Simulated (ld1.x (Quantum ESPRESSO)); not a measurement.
# What one change does to a pseudopotential (Pt, PAW)

```
Element                 : platinum (Pt)
Generator               : ld1.x (Quantum ESPRESSO) 7.5
Type                    : PAW
Functional              : LDA (PZ)
Relativity              : scalar-relativistic
Frozen core             : [Xe] 4f14
Valence charge          : 10
Reference configuration : 5d8 6s0 6p0 (charge +2)
Partial waves           : 6s (bound, empty): rcut 2.30, rcutus 2.45 bohr; 6s channel at 0.7 Ry: rcut 2.30, rcutus 2.45 bohr; 6p (bound, empty): rcut 2.80, rcutus 3.05 bohr; 6p channel at -0.45 Ry: rcut 2.80, rcutus 3.05 bohr; 5d (bound): rcut 1.35, rcutus 1.65 bohr; 5d channel at -1.6 Ry: rcut 1.35, rcutus 1.65 bohr
Local potential         : all-electron potential smoothed inside 1.50 bohr (lloc = -1)
Core correction         : Bessel-smoothed model core inside 0.75 bohr
Augmentation charge     : PSQ, inside the norm-conserving radii
```

All-electron outer shells of the reference configuration (LDA (PZ), scalar-relativistic, ld1.x):

```
shell  level (eV)  outermost node (bohr)  outermost maximum (bohr)
   5p      -77.16                   0.53                      0.98
   5d      -26.17                   0.57                      1.24
   6s      -22.54                   1.13                      2.18
   6p      -14.56                   1.33                      2.73
```

Change: core correction a·sin(br)/r model core, default radius (ld1.x builds one for every PAW set, though the input has nlcc=.false.).

Cutoffs: the cutoffs (Ry, on a coarse ladder) from which the occupation-weighted sum of valence levels, in a spherical-Bessel basis at the reference potential, stays within 10 and 1 mRy of its value at 400 Ry; they do not see the model core or the augmentation charge, which bear on the density cutoff. Errors are all-electron minus pseudo energies relative to the spin-unpolarised reference configuration.

Problem. What does the change do?

Solution. The potential gets neither clearly harder nor softer (40 Ry and 70 Ry → 40 Ry and 70 Ry); both files keep a bound ghost (p, s); of the 9 tests that both files solve, the error grows in 9 and shrinks in 0 by more than 15 % and 0.3 meV (median size 25.6 → 35.6 meV). A model core, the more so a compact one, raises the density cutoff, which this test does not measure.

| quantity | base | changed |
| --- | --- | --- |
| cutoff, loose | 40 Ry | 40 Ry |
| cutoff, tight | 70 Ry | 70 Ry |
| bound ghosts | s, p | s, p |
| error for 5d9 6s1 6p0, meV [ΔE -29.80 eV] | -21 | -28 |
| error for 5d9 6s0 6p0, meV [ΔE -20.26 eV] | -30 | -40 |
| error for 5d7 6s0 6p0, meV [ΔE 32.51 eV] | -77 | -98 |
| error for 5d8 6s2 6p0, meV [ΔE -28.87 eV] | +5.3 | +16 |
| error for 5d9.5 6s0.5 6p0, meV [ΔE -29.89 eV] | -46 | -62 |
| error for 5d9 6s0.5 6p0, meV [ΔE -25.94 eV] | -26 | -36 |
| error for 5d10 6s0 6p0, meV [ΔE -29.75 eV] | -75 | -101 |
| error for 5d8 6s0 6p0 (spin-polarised), meV [ΔE -0.56 eV] | -3.9 | +12 |
| error for 5d9 6s1 6p0 (spin-polarised), meV [ΔE -30.18 eV] | -21 | -27 |
| s: phases at 3.32 bohr within 0.05 rad from the reference energy up to (Ry; the scan ends near 5) | to the end of the scan | to the end of the scan |
| p: phases at 3.32 bohr within 0.05 rad from the reference energy up to (Ry; the scan ends near 5) | 2.0 | 2.0 |
| d: phases at 3.32 bohr within 0.05 rad from the reference energy up to (Ry; the scan ends near 5) | 4.0 | 4.0 |
| lowest overlap eigenvalue by channel | s 0.23, p 0.28, d 0.89 | s 0.23, p 0.28, d 0.89 |

 A true bound ghost makes a file unfit for plane-wave use even where its test errors are small: the radial tests pick states by their node count and pass the ghost by.
